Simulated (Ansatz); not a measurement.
Geometry optimisation, RKS PBE0-D4/def2-SVP (Ansatz).

input.yaml

```yaml
crystal:
  periodic: [false, false, false]
  atoms:
    - { symbol: C, position_ang: [0.696, -2.724, 0.6772] }
    - { symbol: C, position_ang: [0.0186, -1.5154, 0.8359] }
    - { symbol: B, position_ang: [0.2049, -0.3158, -0.1702] }
    - { symbol: B, position_ang: [-0.476, 1.1374, 0.071] }
    - { symbol: C, position_ang: [-0.3217, 2.3216, -0.9553] }
    - { symbol: F, position_ang: [-1.4437, 1.3063, 1.1973] }
    - { symbol: H, position_ang: [0.5077, -3.4877, 1.3711] }
    - { symbol: H, position_ang: [1.3652, -2.8235, -0.1739] }
    - { symbol: H, position_ang: [-0.6455, -1.3696, 1.7224] }
    - { symbol: H, position_ang: [0.68555, 1.03194, 0.16361] }
    - { symbol: H, position_ang: [-0.9398, 3.2032, -0.6005] }
    - { symbol: H, position_ang: [0.7684, 2.6201, -0.9293] }
    - { symbol: H, position_ang: [-0.6811, 2.0469, -1.9737] }
basis:
  gaussian: { orbitals: def2-SVP }
hamiltonian:
  xc: pbe0
  dispersion: d4
relax:
  f_tol: 0.02
  max_steps: 50
```

Launched with:

```bash
$ ansatz run input.yaml --threads 2 --pin off --max-ram 3072MiB --backend cpu --events-out ev --progress --plain --runs-dir out
```

Q: Where does it end, and by what steps?

A: The run converged. After 33 steps the energy has fallen by 3.904 eV; H9 moved furthest, 1.66 Å. Parted: B4–H10 (1.17 → 2.52 Å).

```csv
step,energy less start (eV),largest force component (eV/Å),accepted
0,0.0000,4.705,yes
2,-2.3116,1.008,yes
4,-2.7670,1.081,yes
6,-3.1778,0.698,yes
8,-3.4436,0.784,yes
10,-3.5979,0.355,yes
12,-3.6577,0.185,yes
14,-3.6743,0.099,yes
16,-3.6838,0.137,yes
18,-3.7100,0.318,yes
20,-3.7899,0.499,yes
22,-3.8320,0.695,yes
24,-3.8764,0.253,yes
26,-3.8926,0.172,yes
28,-3.8998,0.326,yes
30,-3.9028,0.072,yes
32,-3.9036,0.029,yes
33,-3.9036,0.020,yes
```

```xyz
13
Properties=species:S:1:pos:R:3
C 0.823 -2.424 0.768
C -0.009 -1.404 0.483
B 0.435 0.068 0.672
B -0.516 1.441 0.352
C -0.622 2.117 -1.062
F -1.249 1.984 1.337
H 0.532 -3.477 0.665
H 1.841 -2.233 1.126
H -1.017 -1.661 0.132
H 1.582 0.228 1.046
H -0.861 3.191 -0.998
H 0.265 1.971 -1.696
H -1.466 1.630 -1.588
```

Time of the run: 74 s on 2 threads of AMD EPYC 9R14 (Zen 4) (shared host), peak memory 0.28 GiB.
